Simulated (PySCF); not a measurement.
**Deuteron quadrupole couplings in `CC#C[Si@@H](Cl)CC1CC1`**

Compound: C₇H₁₁ClSi.
Cartesian coordinates in Å at the GFN2-xTB level; atoms count from 1:
```xyz
20
C7H11ClSi angstrom
C      3.152    1.533    1.048
C      2.362    0.416    0.586
C      1.705   -0.514    0.191
Si     0.660   -1.922   -0.379
Cl     0.145   -3.032    1.245
C     -0.923   -1.247   -1.204
C     -1.766   -0.415   -0.265
C     -2.662    0.657   -0.807
C     -1.428    1.025   -0.039
H      2.541    2.435    1.075
H      3.531    1.331    2.049
H      3.994    1.696    0.376
H      1.415   -2.779   -1.296
H     -0.650   -0.642   -2.069
H     -1.526   -2.077   -1.583
H     -2.134   -0.967    0.592
H     -2.663    0.826   -1.873
H     -3.624    0.814   -0.343
H     -0.594    1.438   -0.586
H     -1.540    1.435    0.953
```

Level: PBE0/pcSseg-1 (PySCF, non-relativistic); Q(2H) = 0.00286 b; rigid geometry, the same for H and D, with no vibrational averaging.

Question: Rank these positions by the coupling χzz of a deuteron there, largest first.
A. H13 (Si–H hydrogen)
B. H16 (methine hydrogen)
C. H18 (methylene hydrogen)
D. H15 (methylene hydrogen)

Answer: C (224 kHz), B (215 kHz), D (207 kHz), A (107 kHz).

Question: What are Vzz, η and χzz (234.96 MHz × Q × Vzz) at all hydrogens?

Answer: 
| atom | bonded to | bond length (Å) | Vzz (au) | η | χzz (kHz) |
| --- | --- | --- | --- | --- | --- |
| H10 | C1 | 1.090 | 0.3079 | 0.02 | 207 |
| H11 | C1 | 1.090 | 0.3082 | 0.02 | 207 |
| H12 | C1 | 1.090 | 0.3081 | 0.02 | 207 |
| H13 | Si4 | 1.464 | 0.1585 | 0.02 | 107 |
| H14 | C6 | 1.091 | 0.3112 | 0.04 | 209 |
| H15 | C6 | 1.093 | 0.3077 | 0.02 | 207 |
| H16 | C7 | 1.084 | 0.3193 | 0.09 | 215 |
| H17 | C8 | 1.080 | 0.3323 | 0.08 | 223 |
| H18 | C8 | 1.080 | 0.3330 | 0.07 | 224 |
| H19 | C9 | 1.079 | 0.3318 | 0.08 | 223 |
| H20 | C9 | 1.079 | 0.3337 | 0.07 | 224 |

Question: Average by the element that carries the hydrogen.

Answer: on C: 215 kHz over 10 positions, mean bond length 1.085 Å; on Si: 107 kHz over 1 position, mean bond length 1.464 Å.

Question: How does χzz go with the bond length over the 10 C–H bonds?

Answer: A straight-line fit has a slope of -13.8 kHz for each 0.01 Å, with a correlation coefficient of -0.97, over lengths from 1.079 to 1.093 Å. The longer bonds have the smaller couplings here.

Geometry: GFN2-xTB, one conformer, isolated molecule. GFN2-xTB frequencies show an imaginary mode (33i cm⁻¹), so this geometry is no minimum at that level. GFN2-xTB bond lengths can be off by several hundredths of an ångström, more for odd bonds, and the gradients follow them. A larger basis could move these couplings by a tenth or more.
